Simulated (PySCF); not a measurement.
Compound: C₆H₆O.
SMILES with atom numbers: `[CH:1]1=[CH:2][C@H:3]2[CH:4]=[CH:5][C@@H:6]1[O:7]2` (hydrogens: H8 on C1; H9 on C2; H10 on C3; H11 on C4; H12 on C5; H13 on C6)

The same species was optimised twice, with GFN2-xTB and with PBE0-D3(BJ)/def2-SVP (PySCF), and the same property calculations (PySCF, gas phase) were run on both structures.

```json
{"coordinate": "C5–C6 (Å)", "GFN2-xTB": "1.534", "PBE0-D3(BJ)/def2-SVP": "1.545", "change": "+0.011"}
{"coordinate": "C3–C4 (Å)", "GFN2-xTB": "1.534", "PBE0-D3(BJ)/def2-SVP": "1.545", "change": "+0.011"}
{"coordinate": "C2–C3 (Å)", "GFN2-xTB": "1.534", "PBE0-D3(BJ)/def2-SVP": "1.544", "change": "+0.010"}
{"coordinate": "C1–C6 (Å)", "GFN2-xTB": "1.534", "PBE0-D3(BJ)/def2-SVP": "1.544", "change": "+0.010"}
{"coordinate": "C4=C5 (Å)", "GFN2-xTB": "1.322", "PBE0-D3(BJ)/def2-SVP": "1.332", "change": "+0.010"}
{"coordinate": "C1=C2 (Å)", "GFN2-xTB": "1.322", "PBE0-D3(BJ)/def2-SVP": "1.332", "change": "+0.010"}
{"coordinate": "C3–O7 (Å)", "GFN2-xTB": "1.421", "PBE0-D3(BJ)/def2-SVP": "1.419", "change": "-0.002"}
{"coordinate": "C6–O7 (Å)", "GFN2-xTB": "1.421", "PBE0-D3(BJ)/def2-SVP": "1.419", "change": "-0.002"}
{"coordinate": "C2–C3–C4 (°)", "GFN2-xTB": "104.9", "PBE0-D3(BJ)/def2-SVP": "107.0", "change": "+2.1"}
{"coordinate": "C1–C6–C5 (°)", "GFN2-xTB": "104.9", "PBE0-D3(BJ)/def2-SVP": "107.0", "change": "+2.1"}
{"coordinate": "C4–C3–O7 (°)", "GFN2-xTB": "100.7", "PBE0-D3(BJ)/def2-SVP": "100.4", "change": "-0.3"}
{"coordinate": "C5–C6–O7 (°)", "GFN2-xTB": "100.7", "PBE0-D3(BJ)/def2-SVP": "100.4", "change": "-0.3"}
{"coordinate": "C4–C5–C6 (°)", "GFN2-xTB": "104.7", "PBE0-D3(BJ)/def2-SVP": "104.4", "change": "-0.3"}
{"coordinate": "C2–C3–O7 (°)", "GFN2-xTB": "100.7", "PBE0-D3(BJ)/def2-SVP": "100.4", "change": "-0.3"}
{"coordinate": "C3–C4–C5 (°)", "GFN2-xTB": "104.7", "PBE0-D3(BJ)/def2-SVP": "104.4", "change": "-0.3"}
{"coordinate": "C1–C2–C3 (°)", "GFN2-xTB": "104.7", "PBE0-D3(BJ)/def2-SVP": "104.4", "change": "-0.3"}
```

Rotational constants: A = 4568, B = 3818, C = 3408 MHz (GFN2-xTB) against A = 4584, B = 3734, C = 3320 MHz (PBE0-D3(BJ)/def2-SVP). Point groups within 0.08 Å: C2v and C2v.

On the GFN2-xTB structure: lowest singlet, TDDFT (eV) 4.59 [PBE0/def2-SVPD]; lowest triplet, Tamm–Dancoff (eV) 3.07 [PBE0/def2-SVPD]; isotropic polarisability (au) 62.3 [PBE0/def2-SVPD]; HOMO (eV) -6.52 [PBE0/def2-SVPD]; LUMO (eV) -0.84 [PBE0/def2-SVPD]; dipole (D) 1.81 [PBE0/def2-SVPD]; HOMO (eV) -6.49 [PBE0/pcSseg-1]; LUMO (eV) -0.75 [PBE0/pcSseg-1]; dipole (D) 1.81 [PBE0/pcSseg-1]; GIAO shielding of C1/C2/C4/C5 (mean) (ppm) 30.1 [PBE0/pcSseg-1]; GIAO shielding of C3/C6 (mean) (ppm) 101.2 [PBE0/pcSseg-1]; GIAO shielding of O7 (ppm) 99.4 [PBE0/pcSseg-1].

Question: What do these properties become on the PBE0-D3(BJ)/def2-SVP structure?

Answer: 
| property | level | on GFN2-xTB | on PBE0-D3(BJ)/def2-SVP | change |
| --- | --- | --- | --- | --- |
| lowest singlet, TDDFT (eV) | PBE0/def2-SVPD | 4.59 | 4.65 | +0.06 |
| lowest triplet, Tamm–Dancoff (eV) | PBE0/def2-SVPD | 3.07 | 3.11 | +0.04 |
| isotropic polarisability (au) | PBE0/def2-SVPD | 62.3 | 63.7 | +1.4 |
| HOMO (eV) | PBE0/def2-SVPD | -6.52 | -6.58 | -0.06 |
| LUMO (eV) | PBE0/def2-SVPD | -0.84 | -0.85 | -0.01 |
| dipole (D) | PBE0/def2-SVPD | 1.81 | 1.86 | +0.05 |
| energy, GFN2-xTB geometry as zero (kcal/mol) | PBE0/def2-SVPD | 0.0 | -1.4 | -1.4 |
| HOMO (eV) | PBE0/pcSseg-1 | -6.49 | -6.54 | -0.05 |
| LUMO (eV) | PBE0/pcSseg-1 | -0.75 | -0.77 | -0.02 |
| dipole (D) | PBE0/pcSseg-1 | 1.81 | 1.88 | +0.07 |
| energy, GFN2-xTB geometry as zero (kcal/mol) | PBE0/pcSseg-1 | 0.0 | -1.0 | -1.0 |
| GIAO shielding of C1/C2/C4/C5 (mean) (ppm) | PBE0/pcSseg-1 | 30.1 | 27.4 | -2.7 |
| GIAO shielding of C3/C6 (mean) (ppm) | PBE0/pcSseg-1 | 101.2 | 99.6 | -1.6 |
| GIAO shielding of O7 (ppm) | PBE0/pcSseg-1 | 99.4 | 104.9 | +5.5 |

The heavy atoms differ by 0.021 Å rms after alignment. Among bonds between heavy atoms C1=C2, C1–C6, C2–C3, C3–C4, C4=C5 and C5–C6 change most and about equally (+0.010 to +0.011 Å). Changes are differences of the printed values. Neither structure is proved a minimum here.
